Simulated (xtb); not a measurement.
C4H5O3 (SMILES C[C]1COC(=O)O1), doublet, from a rough starting geometry; GFN2-xTB (xtb).

Here is a job for xtb.
```
$ xtb mol.xyz --gfn 2 --uhf 1 --opt vtight --json

# file mol.xyz
12

C     -1.56200979     0.79353352    -0.09978000
C     -0.24880308     0.19494009     0.26125771
C      0.24498734    -1.11867443    -0.03880677
O      1.55966970    -1.06440911    -0.14986652
C      1.99047690     0.26483193     0.04732512
O      3.08254330     0.69832287     0.05153471
O      0.84630438     0.98696426     0.35010348
H     -1.61762768     1.78874459     0.38627417
H     -2.35231977     0.22933070     0.34623603
H     -1.73137546     0.94694816    -1.11606679
H      0.00547457    -1.86175522     0.83078065
H     -0.23447197    -1.58576518    -0.94785150
```

The log (banner, timings and long lists left out):

```
   ID    Z sym.   atoms
    1    6 C      1-3, 5
    2    8 O      4, 6, 7
    3    1 H      8-12

           -------------------------------------------------
          |                Calculation Setup                |
           -------------------------------------------------

           -------------------------------------------------
          |                 G F N 2 - x T B                 |
           -------------------------------------------------

          ...................................................
          :                      SETUP                      :
          :.................................................:
          :  # basis functions                  33          :
          :  # atomic orbitals                  33          :
          :  # shells                           19          :
          :  # electrons                        39          :
          :  max. iterations                   250          :
          :  Hamiltonian                  GFN2-xTB          :
          :  restarted?                      false          :
          :  GBSA solvation                  false          :
          :  PC potential                    false          :
          :  electronic temp.          300.0000000     K    :
          :  accuracy                    1.0000000          :
          :  -> integral cutoff          0.2500000E+02      :
          :  -> integral neglect         0.1000000E-07      :
          :  -> SCF convergence          0.1000000E-05 Eh   :
          :  -> wf. convergence          0.1000000E-03 e    :
          :  Broyden damping             0.4000000          :
          :  net charge                          0          :
          :  unpaired electrons                  1          :
          ...................................................

 iter      E             dE          RMSdq      gap      omega  full diag
   1    -23.4430257 -0.234430E+02  0.462E+00    2.97       0.0  T
   2    -23.4734210 -0.303953E-01  0.246E+00    2.52       1.0  T
   3    -23.4737925 -0.371495E-03  0.119E+00    2.70       1.0  T
   4    -23.4762329 -0.244043E-02  0.148E-01    2.42       1.0  T
   5    -23.4763422 -0.109301E-03  0.777E-02    2.50       1.0  T
   6    -23.4763479 -0.568686E-05  0.377E-02    2.49       1.0  T
   7    -23.4763505 -0.261999E-05  0.107E-02    2.50       2.7  T
   8    -23.4763508 -0.250779E-06  0.395E-03    2.49       7.3  T
[...]
 * total energy  :   -23.2754010 Eh     change       -0.1301748E-01 Eh
 * total energy  :   -23.2794741 Eh     change       -0.4073099E-02 Eh
 * total energy  :   -23.2798046 Eh     change       -0.3304432E-03 Eh
 * total energy  :   -23.2798976 Eh     change       -0.9300595E-04 Eh
 * total energy  :   -23.2799446 Eh     change       -0.4700657E-04 Eh
 * total energy  :   -23.2799627 Eh     change       -0.1811410E-04 Eh
 * total energy  :   -23.2799747 Eh     change       -0.1202253E-04 Eh
 * total energy  :   -23.2799802 Eh     change       -0.5491363E-05 Eh
 * total energy  :   -23.2799827 Eh     change       -0.2461145E-05 Eh
 * total energy  :   -23.2799837 Eh     change       -0.1012055E-05 Eh
 * total energy  :   -23.2799839 Eh     change       -0.1751159E-06 Eh
 * total energy  :   -23.2799840 Eh     change       -0.9144116E-07 Eh
   *** GEOMETRY OPTIMIZATION CONVERGED AFTER 13 ITERATIONS ***
         :: total energy             -23.279983960051 Eh    ::
[...]
    10   1 H        0.924     0.075     2.031     2.229
    11   1 H        0.923     0.076     2.019     2.222
    12   1 H        0.923     0.073     2.058     2.243

 Mol. C6AA /au·bohr⁶  :       1506.845215
 Mol. C8AA /au·bohr⁸  :      33752.605172
 Mol. α(0) /au        :         57.501832

Wiberg/Mayer (AO) data.
largest (>0.10) Wiberg bond orders for each atom

 ---------------------------------------------------------------------------
     #   Z sym  total        # sym  WBO       # sym  WBO       # sym  WBO
 ---------------------------------------------------------------------------
     1   6 C    3.989 --     2 C    1.067     8 H    0.972     9 H    0.972
                            10 H    0.939
     2   6 C    3.400 --     7 O    1.101     1 C    1.067     3 C    1.025
     3   6 C    3.931 --     2 C    1.025     4 O    0.964    11 H    0.943
                            12 H    0.938
     4   8 O    2.276 --     5 C    1.067     3 C    0.964     6 O    0.145
     5   6 C    3.923 --     6 O    1.724     4 O    1.067     7 O    1.057
     6   8 O    2.068 --     5 C    1.724     4 O    0.145     7 O    0.126
     7   8 O    2.396 --     2 C    1.101     5 C    1.057     6 O    0.126
     8   1 H    0.993 --     1 C    0.972
     9   1 H    0.994 --     1 C    0.972
    10   1 H    0.992 --     1 C    0.939
    11   1 H    0.993 --     3 C    0.943
    12   1 H    0.993 --     3 C    0.938
 ---------------------------------------------------------------------------

Topologies differ in total number of bonds
Writing topology from bond orders to xtbtopo.mol

molecular dipole:
                 x           y           z       tot (Debye)
 q only:       -2.119      -0.494      -0.076
   full:       -2.281      -0.602      -0.148       6.008
molecular quadrupole (traceless):
                xx          xy          yy          xz          yz          zz
 q only:       -8.054      -2.798       3.831       0.002      -0.433       4.223
  q+dip:      -12.435      -3.672       4.774       0.299      -0.780       7.660
   full:      -11.929      -3.505       4.301       0.258      -0.839       7.628

optimized geometry written to: xtbopt.xyz

           -------------------------------------------------
          | TOTAL ENERGY              -23.279983960051 Eh   |
          | GRADIENT NORM               0.000079497154 Eh/α |
          | HOMO-LUMO GAP               2.994223712682 eV   |
           -------------------------------------------------
```
